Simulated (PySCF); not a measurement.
C6H6F2Si, SMILES [SiH](c1ccccc1)(F)F, GFN2-xTB optimised geometry.

```
15

Si    -2.53     0.00     0.00
F     -3.07     1.51     0.00
F     -3.07    -0.56     1.40
C     -0.65     0.00     0.00
C      0.06    -0.99     0.67
C      1.45    -0.99     0.66
C      2.14    -0.01    -0.01
C      1.45     0.99    -0.69
C      0.06     0.99    -0.68
H     -3.22    -0.70    -1.05
H     -0.47    -1.76     1.20
H      1.98    -1.77     1.19
H      3.22    -0.01    -0.02
H      1.98     1.76    -1.22
H     -0.47     1.77    -1.20
```

Density from B3LYP/def2-TZVP in PySCF at that geometry.

Minimum of the electron density along straight lines between bonded atoms, close to the bond critical point (lines longer than 1.1 times the sum of covalent radii, or with two minima, are not listed):

```tsv
bond	length / Å	ρ at the minimum / e bohr⁻³	∇²ρ there / e bohr⁻⁵	position (fraction from the first atom)
Si1–F2	1.601	0.138	0.98	0.42
Si1–F3	1.601	0.138	0.98	0.42
Si1–C4	1.874	0.128	0.16	0.39
C4–C5	1.395	0.316	-0.92	0.50
C5–C6	1.383	0.326	-0.98	0.50
C6–C7	1.385	0.325	-0.98	0.50
C7–C8	1.385	0.325	-0.98	0.50
C4–C9	1.395	0.316	-0.92	0.50
C8–C9	1.383	0.326	-0.98	0.50
Si1–H10	1.445	0.135	0.16	0.50
C5–H11	1.080	0.290	-1.05	0.65
C6–H12	1.080	0.289	-1.04	0.64
C7–H13	1.080	0.290	-1.05	0.65
C8–H14	1.080	0.289	-1.04	0.64
C9–H15	1.080	0.290	-1.05	0.65
```
